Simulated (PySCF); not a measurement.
From computed data to an observable: chemical shift, span and skew from a shielding tensor

CHF2NOSi, SMILES N([SiH](F)F)=C=O. Atoms are numbered in the order given.

```xyz
7

Si    -0.9251    -0.3635     0.0000
F     -1.5312     0.3737     1.2947
F     -1.5312     0.3737    -1.2947
N      0.7593    -0.1735     0.0000
C      1.9484     0.0041     0.0000
O      3.1035     0.1660     0.0000
H     -1.3206    -1.7755     0.0000
```

Coordinates come from a B3LYP-D3(BJ)/def2-SVP optimisation. The structure was generated by enumeration, and PubChem lists no compound with its InChIKey, so it may never have been made. Other conformers were not sampled.

GIAO shieldings from PBE0/pcSseg-1 run with PySCF, non-relativistic, no solvent. The symmetric part of the tensor of N4 has the principal values 149.3, 155.7, 339.7 ppm. The same nucleus in NH3 has σ = 267.4 ppm at this level (PySCF, at its B3LYP-D3(BJ)/def2-TZVP geometry).

Problem. Work out the isotropic shielding, the ¹⁵N shift against NH3, the span and the skew.

Solution. 
σ(iso) = (σ11 + σ22 + σ33)/3 = 214.9 ppm. δ = σ(ref) − σ(iso) = 267.4 − (214.9) = 52.5 ppm.
Span Ω = σ33 − σ11 = 190.4 ppm. Skew κ = 3(σ(iso) − σ22)/Ω = 0.93. Tumbling in solution averages the tensor to δ; in a static solid the shielding alone would spread this spin-1/2 line over Ω.
